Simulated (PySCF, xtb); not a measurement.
oxepine (C6H6O), SMILES C1=CC=COC=C1.

Harmonic wavenumbers (cm⁻¹) from xtb 6.7.1 with GFN2-xTB at its own minimum, in rising order: 97, 236, 341, 360, 410, 572, 740, 761, 762, 853, 854, 864, 879, 915, 949, 974, 997, 1080, 1213, 1214, 1241, 1294, 1335, 1381, 1631, 1639, 1686, 3008, 3016, 3059, 3069, 3076, 3080.

### Question
What does PBE0-D3(BJ)/def2-SVP (PySCF) give at its own minimum? (An estimate is asked for; the answer gives what the named calculation found.)

### Answer
176, 253, 365, 398, 452, 640, 757, 769, 778, 846, 913, 951, 953, 956, 998, 1011, 1012, 1118, 1216, 1228, 1279, 1350, 1422, 1459, 1680, 1705, 1733, 3182, 3188, 3189, 3203, 3210, 3214. Paired by order, the mean absolute difference is 62 cm⁻¹ and the zero-point energies are 62.3 and 65.2 kcal/mol.
